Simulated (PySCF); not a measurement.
Oxygen: a sound run and one with changed settings

Sound run: O⁺ [He] 2s2 2p3, O²⁺ [He] 2s2 2p2. Computed with PySCF 2.14 in cc-pVDZ, with the non-relativistic Hamiltonian (point nucleus). In the sound run the correlated levels freeze 1s2. The sound run starts from symmetry-adapted Hartree-Fock orbitals and uses a fine grid where one is needed.

Changed run: a valence shell is frozen. This setting is unsound on purpose.

```
species   method  sound run (hartree)  changed run (hartree)  converged
     O⁺      MP2            -74.42235              -74.36898        yes
     O⁺  CCSD(T)            -74.43778              -74.37236        yes
    O²⁺      MP2            -73.13657              -73.08568        yes
    O²⁺  CCSD(T)            -73.15946              -73.08670        yes
```

Ionisation energy of O⁺:

```
 method  sound run (eV)  changed run (eV)
    UHF          34.598            34.598
    MP2          34.988            34.920
SCS-MP2          34.789            34.705
   CCSD          34.787            34.984
CCSD(T)          34.785            34.985
```

Freezing a valence shell removes pair correlation that changes on ionisation.

For comparison, NIST gives 35.121 eV between the lowest levels.
